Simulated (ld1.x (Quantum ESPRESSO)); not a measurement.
## Cl (Z = 17): one change to an ultrasoft potential, before and after

```
Element                 : Cl
Generator               : ld1.x (Quantum ESPRESSO) 7.5
Type                    : ultrasoft
Functional              : revPBE
Relativity              : non-relativistic
Frozen core             : [Ne]
Valence charge          : 7
Reference configuration : 3s2 3p5
Partial waves           : 3s (bound): rcut 1.00, rcutus 1.10 bohr; 3s channel at -0.65 Ry: rcut 1.00, rcutus 1.10 bohr; 3p (bound): rcut 0.90, rcutus 1.25 bohr; 3p channel at 1.05 Ry: rcut 0.90, rcutus 1.25 bohr; 3d channel at -0.15 Ry: rcut 0.65, rcutus 0.85 bohr; 3d channel at 2.45 Ry: rcut 0.65, rcutus 0.85 bohr
Local potential         : all-electron potential smoothed inside 1.20 bohr (lloc = -1)
Core correction         : Bessel-smoothed model core, default radius (core density twice the valence density)
Augmentation charge     : PSQ, inside the norm-conserving radii
```

Change: functional BLYP; added wave 3d channel at -0.15 Ry: rc 0.85 bohr; removed wave 3d channel at -0.15 Ry: rcut 0.65, rcutus 0.85 bohr; removed wave 3d channel at 2.45 Ry: rcut 0.65, rcutus 0.85 bohr.

Cutoffs: the cutoffs (Ry, on a coarse ladder) from which the occupation-weighted sum of valence levels, in a spherical-Bessel basis at the reference potential, stays within 10 and 1 mRy of its value at 400 Ry; they do not see the model core or the augmentation charge, which bear on the density cutoff. Errors are all-electron minus pseudo energies relative to the spin-unpolarised reference configuration.

Question: Predict the effect on cutoff, ghosts and configuration errors.

Answer: The potential gets neither clearly harder nor softer (35 Ry and 70 Ry → 35 Ry and 70 Ry); both files keep a bound ghost (s); of the 7 tests that both files solve, the error grows in 2 and shrinks in 1 by more than 15 % and 0.3 meV (median size 0.4 → 0.3 meV).

```csv
quantity,base,changed
"cutoff, loose",35 Ry,35 Ry
"cutoff, tight",70 Ry,70 Ry
bound ghosts,s,s
"error for 3s2 3p4, meV [ΔE 13.86 → 13.75 eV]",+0.1,+0.1
"error for 3s2 3p3, meV [ΔE 39.30 → 39.06 eV]",+0.4,+0.3
"error for 3s2 3p2, meV [ΔE 77.59 → 77.23 eV]",-0.6,-1.1
"error for 3s2 3p4.5, meV [ΔE 5.57 → 5.52 eV]",0.0,0.0
"error for 3s1 3p6, meV [ΔE 11.99 → 11.96 eV]",-1.2,-0.7
"error for 3s2 3p5.3, meV [ΔE -2.13 → -2.10 eV]",0.0,0.0
"error for 3s2 3p1, meV [ΔE 129.80 → 129.38 eV]",-7.2,-9.0
s: phases at 1.35 bohr within 0.05 rad from the reference energy up to (Ry; the scan ends near 5),to the end of the scan,to the end of the scan
p: phases at 1.35 bohr within 0.05 rad from the reference energy up to (Ry; the scan ends near 5),to the end of the scan,to the end of the scan
d: phases at 1.35 bohr within 0.05 rad from the reference energy up to (Ry; the scan ends near 5),to the end of the scan,to the end of the scan
lowest overlap eigenvalue by channel,"s 0.61, p 0.74, d 0.93","s 0.60, p 0.73, d 1.00"
```

 A true bound ghost makes a file unfit for plane-wave use even where its test errors are small: the radial tests pick states by their node count and pass the ghost by.
